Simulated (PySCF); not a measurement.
SMILES O(C)C(=O)CCc1occc1 (C₈H₁₀O₃) at its GFN2-xTB optimised geometry (Å):

```
21

C     -4.1355    -3.5153     2.7110
O     -3.0985    -2.5509     2.5850
C     -2.5972    -2.3793     1.3541
O     -2.9717    -2.9944     0.3926
C     -1.5232    -1.3165     1.3593
C     -0.7847    -1.2560     0.0186
C      0.2071    -0.1450     0.0000
C      1.5704    -0.1450     0.0000
C      1.9700     1.2151     0.0000
C      0.8206     1.9388     0.0034
O     -0.2509     1.1266     0.0040
H     -4.3980    -3.5432     3.7651
H     -3.7858    -4.4934     2.3752
H     -4.9981    -3.2251     2.1081
H     -0.8337    -1.5202     2.1802
H     -2.0041    -0.3569     1.5636
H     -1.5201    -1.1123    -0.7761
H     -0.2693    -2.1988    -0.1630
H      2.2108    -1.0030    -0.0048
H      2.9717     1.5930    -0.0022
H      0.6353     2.9944     0.0045
```

Computed with PySCF with PBE0/def2-SVP. Cells within 0.4 Å of a nucleus heavier than hydrogen are left out (blank, or x).

Map of the electrostatic potential (hartree/e), clipped to [-0.08, 0.12] on the plane z = 0.0 Å:

```
|3333333333333444444444433333333|
|3333333333334444444444443333333|
|3333333333334444555444443333333|
|3333333333334445666544444433333|
|3333333333334457999654444444333|
|3333333333334459999854444444443|
|3333333333333469999965444444444|
|3333333333333469999996555544444|
|3333333332223489999999778765444|
|33333333222237999xx999999985444|
|33333333221149999xx999999996444|
|33333333221199xx9999xxx99995444|
|33333333322299xx9999xx999965444|
|3333333333339999999999997544444|
|3333333333458999999999995444443|
|333333344456999xx99xx9985444433|
|333333444569999xx99xx9995444433|
|3333334456999999999999996444433|
|333333445799xx99999999998544433|
|333333345799xx99976799997544433|
|3222233456999999865569986444433|
|2222234445799999964455655444433|
|2211389954469999964444444444433|
|2111699983346999854444444444333|
|210189x992234677554444444443333|
|2100499972123445444444444433333|
|2100049721123344444444443333333|
|2110001111123333444433333333333|
|2211000011223333333333333333333|
|2221111112223333333333333333333|
|3222222222233333333333333333333|
```
Scale: ten equal steps from -0.070 (start of '0') to 0.120 (end of '9'), in the order '0123456789'; x runs from -5.00 to 5.00, y from -5.00 (bottom) to 5.00 (top).
